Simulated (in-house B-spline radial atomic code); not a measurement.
## Ionising Fe3+ with different functionals

Computed with a B-spline radial code for spherical atoms: four-component Dirac-Coulomb Hamiltonian, Fermi nucleus of rms radius 3.7377 fm, spin-restricted, spherical fractional occupations for the functionals. The ionisation energy is the difference of two self-consistent energies, [Ar] 3d5 → [Ar] 3d4, without Breit or QED terms; ε is the level of the shell that loses the electron (mean over j). The electron is taken from both j subshells in proportion to 2j + 1, so the result is a j average, not the step between ground levels.

Hybrids are left out here: with spherical fractional occupations of an open shell their exact exchange keeps a self-interaction that integer-occupation calculations don't have.

| method | rung | ΔSCF (eV) | -ε(3d) (eV) |
| --- | --- | --- | --- |
| LDA VWN5 | LDA | 53.39 | 43.52 |
| relativistic LDA | LDA | 53.41 | 43.54 |
| LDA PW92 | LDA | 53.38 | 43.52 |
| LDA exchange-only | LDA | 51.61 | 41.80 |
| PBE | GGA | 53.09 | 43.21 |
| PBEsol | GGA | 53.05 | 43.18 |
| BLYP | GGA | 53.06 | 43.20 |
| RPBE | GGA | 53.00 | 43.12 |
| PW91 | GGA | 53.21 | 43.33 |
| BP86 | GGA | 53.14 | 43.27 |
| AM05 | GGA | 53.06 | 43.19 |
| OLYP | GGA | 53.30 | 43.37 |

(1) How do they compare with the NIST value?

Results:

(1) NIST lists 54.91 eV ± 0.04 (measured, ground level to ground level). Errors run from -3.30 to -1.50 eV. The correlated functionals all miss on the same side by more than they spread, so the cause is common to them (Breit-QED terms, spin polarisation, the choice among j levels, multiplet and fine-structure energies, or a listed next ion that isn't the cheapest removal here) and closeness doesn't rank the functionals.
